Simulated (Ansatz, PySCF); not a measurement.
Caution: the highest occupied level lies above zero, so the state may not be bound. This triplet is an excited state, 1.45 eV above the relaxed singlet at the level frozen-core CCSD(T)/aug-cc-pVTZ // B3LYP-D3(BJ)/def2-TZVPD (Ansatz, an electronic-structure program).

# H2BOS, SMILES `O[B-]S` (excited triplet; H–O–B–S torsion 15°, O–B–S–H torsion 98°) (charge -1, multiplicity 3)

Method: PySCF with PBE-D3(BJ)/def2-TZVPD // B3LYP-D3(BJ)/def2-TZVPD.

highest occupied spin orbital: 2.10 eV
total energy: -499.2244 Ha
cost: very roughly 110 core-seconds

```xyz
5

O     -1.5152     0.1483    -0.2952
B     -0.2537     0.7489    -0.2068
S      1.2281     0.1567     0.5892
H     -1.5849    -0.5721     0.3515
H      2.1256    -0.4819    -0.4387
```
Charge -1, spin multiplicity 3.
